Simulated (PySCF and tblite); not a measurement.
Results of a calculation; reference values are marked as such.
5 regioisomers of C₁₁H₁₄SSi:

| isomer | SMILES |
| --- | --- |
| A | [CH3:1][Si:2]([CH3:3])([CH3:4])[c:5]1[cH:6][cH:7][c:8]2[s:9][cH:10][cH:11][c:12]2[cH:13]1 |
| B | [CH3:1][Si:2]([CH3:3])([CH3:4])[c:5]1[cH:6][cH:7][cH:8][c:9]2[cH:10][cH:11][s:12][c:13]12 |
| C | [CH3:1][Si:2]([CH3:3])([CH3:4])[c:5]1[cH:6][cH:7][cH:8][c:9]2[s:10][cH:11][cH:12][c:13]12 |
| D | [CH3:1][Si:2]([CH3:3])([CH3:4])[c:5]1[cH:6][s:7][c:8]2[cH:9][cH:10][cH:11][cH:12][c:13]12 |
| E | [CH3:1][Si:2]([CH3:3])([CH3:4])[c:5]1[cH:6][c:7]2[cH:8][cH:9][cH:10][cH:11][c:12]2[s:13]1 |

Protocol: conformer search, at most 2 conformers an isomer, GFN2-xTB geometries, energies PBE0/6-31G* (D3(BJ) added where defined), weights at 298.15 K with GFN2-xTB thermal terms. Programs: PySCF with density fitting and tblite.

Rank the isomers by free energy at 298.15 K.


```csv
isomer,ΔG (kcal/mol),"ΔE, lowest conformer",conformers,largest weight %,rms dipole (D)
E,0.0,0.0,1,100,0.94
D,1.4,1.0,1,100,0.99
B,3.5,3.0,1,100,0.43
A,3.7,4.3,2,64,0.84
C,4.2,3.7,1,100,0.87
```

The conformer set may be incomplete (the search or the number kept was capped). At least one structure keeps an imaginary mode at the tight-binding level. The search found a single conformer for at least one isomer; other rotamers may be missing.
